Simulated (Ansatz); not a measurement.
System: dibromo(dichloro)methane, CBr₂Cl₂ (charge 0, singlet). 
Structure (B3LYP-D3(BJ)/def2-TZVP (Ansatz, a program for electronic structure) minimum search):
```xyz
5

Cl    -1.6471    -0.8115    -0.8749
C     -0.3582    -0.1429     0.1386
Cl    -0.8472    -0.1836     1.8400
Br    -0.0029     1.7122    -0.3951
Br     1.2759    -1.2044    -0.0974
```

Wanted: vertical electron affinity (to the doublet state of charge -1; a negative value means that the extra electron is unbound and the number depends on the basis; each state is the SCF solution reached for its spin), in eV. Correlated levels leave the core frozen unless marked. Open shells are spin-unrestricted. Spin-orbit coupling is left out. The frozen core is the preceding noble-gas configuration, with the filled d and f shells of earlier blocks. Non-relativistic. Anions need diffuse functions: def2-D sets add few. CBS(X,Y): correlation extrapolated as X^-3; Hartree-Fock from the larger set. [CCSD(T)-MP2]/basis is that difference in the basis named.

```
level                                                          program  vertical electron affinity (eV)
-------------------------------------------------------------  -------  -------------------------------
HF/def2-QZVPPD                                                  Ansatz                            -0.30
SVWN5/def2-TZVPD                                                Ansatz                             1.06
r2SCAN/def2-TZVPD                                               Ansatz                             0.97
PBE0/def2-TZVPD                                                 Ansatz                             0.81
BHLYP/def2-TZVPD                                                Ansatz                             0.59
wB97M-V/def2-TZVPD                                              Ansatz                             0.52
wB97X/def2-TZVPD                                                Ansatz                             0.49
B2PLYP/def2-TZVPD                                               Ansatz                             0.70
MP2/def2-TZVPPD                                                 Ansatz                             0.52
RI-MP2/CBS(def2-TZVPPD,def2-QZVPPD)                             Ansatz                             0.67
CCSD/def2-SVPD                                                  Ansatz                             0.22
CCSD/def2-TZVPPD                                                Ansatz                             0.35
CCSD(T)/def2-TZVPPD                                             Ansatz                             0.46
RI-MP2/CBS(def2-TZVPPD,def2-QZVPPD)+[CCSD(T)-MP2]/def2-SVPD     Ansatz                             0.62
RI-MP2/CBS(def2-TZVPPD,def2-QZVPPD)+[CCSD(T)-MP2]/def2-TZVPPD   Ansatz                             0.61
```
